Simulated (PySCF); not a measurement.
# Carbon: a sound run and one with changed settings

Sound run: C²⁺ [He] 2s2, C³⁺ [He] 2s1. Calculation: PySCF 2.14, in 6-31G*; no relativity, point nucleus. In the sound run the correlated levels freeze 1s2. The sound run starts from symmetry-adapted Hartree-Fock orbitals and uses a fine grid where one is needed.

Changed run: all electrons correlated in a basis built for the valence shell.

```tsv
species	method	sound run (hartree)	changed run (hartree)	converged
C²⁺	MP2	-36.43770	-36.43917	yes
C²⁺	CCSD(T)	-36.46938	-36.47045	yes
C³⁺	MP2	n/a	-34.71492	yes
C³⁺	CCSD(T)	n/a	-34.71500	yes
```

Ionisation energy of C²⁺:

```
 method  sound run (eV)  changed run (eV)
    UHF          45.806            45.806
    MP2          46.906            46.919
SCS-MP2          47.127            47.141
   CCSD          47.769            47.767
CCSD(T)          47.769            47.768
```

A valence basis has no tight correlating functions, so it recovers only part of the core correlation, and not evenly between atom and ion.

For comparison, NIST gives 47.888 eV between the lowest levels.
